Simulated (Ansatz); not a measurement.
Basis sets compared for SnH2. Total charge 0; singlet. Geometry r2SCAN-D4/def2-TZVP. Ansatz on 4 threads of Arm Neoverse V1 on a shared host; times are rough, and most runs start from earlier orbitals.

```
atom   x (Å)   y (Å)   z (Å)
 Sn1  -0.118  -0.824   0.071
  H2   1.271   0.216  -0.290
  H3  -1.153   0.608   0.219
```

In the def2 sets Sn takes a core potential; there is no spin–orbit coupling.

Binding counts from free atoms (Sn triplet, H doublet) in the same basis, without a counterpoise term.

```csv
level,functions,energy (Eh),HOMO (eV),LUMO (eV),binding per atom (eV),wall time
PBE-D4/def2-SVP,36,-215.4402,-5.60,-3.73,1.80,0.2 s
PBE-D4/def2-TZVP (with forces),62,-215.4497,-5.69,-3.77,1.82,0.35 s
r2SCAN-D4/def2-TZVP,62,-215.5321,-5.92,-3.59,1.83,0.65 s
PBE0-D4/def2-SVP,36,-215.4507,-6.57,-2.94,1.78,0.25 s
PBE0-D4/def2-TZVP,62,-215.4590,-6.64,-2.98,1.80,0.35 s
```

Q: Estimate the rows for PBE-D4/def2-TZVPD, r2SCAN-D4/def2-TZVPD, PBE0-D4/def2-TZVPD.

A: 
```tsv
level	functions	energy (Eh)	HOMO (eV)	LUMO (eV)	binding per atom (eV)	wall time
PBE-D4/def2-TZVPD	74	-215.4499	-5.70	-3.78	1.83	0.3 s
r2SCAN-D4/def2-TZVPD	74	-215.5322	-5.92	-3.60	1.83	0.7 s
PBE0-D4/def2-TZVPD	74	-215.4591	-6.64	-2.98	1.80	0.35 s
```
